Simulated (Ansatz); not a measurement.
Basis-set extrapolation for `O[SiH](O)N[SiH2]Cl` (PBE0-D4/def2-TZVP geometry, frozen core, Ansatz 0.2.0). Multiplicity 1, RHF reference.

|  | def2-TZVPP | def2-QZVPP |
| --- | --- | --- |
| HF | -1245.403433 | -1245.445442 |
| MP2 correlation | -1.119176 | -1.213411 |
| CCSD(T) correlation | -1.209849 | not run |

Energies in hartree. Use E(X) = E(∞) + A·exp(−7.88·√X) for Hartree–Fock and E(X) = E(∞) + B·X^(−2.97) for correlation, with X = 3 and 4, and add CCSD(T) minus MP2 of the smaller set to the MP2 limit.

Q: What is the CCSD(T) energy at the basis-set limit?

A: HF limit: -1245.445442 + (-0.042009) × 0.13774 = -1245.45123. MP2 limit: -1.213411 + (-0.094235) × 0.74074 = -1.28321. Higher-order term: -1.209849 − (-1.119176) = -0.09067. Total: -1246.82511 hartree, 556.2 kJ/mol below CCSD(T)/def2-TZVPP.
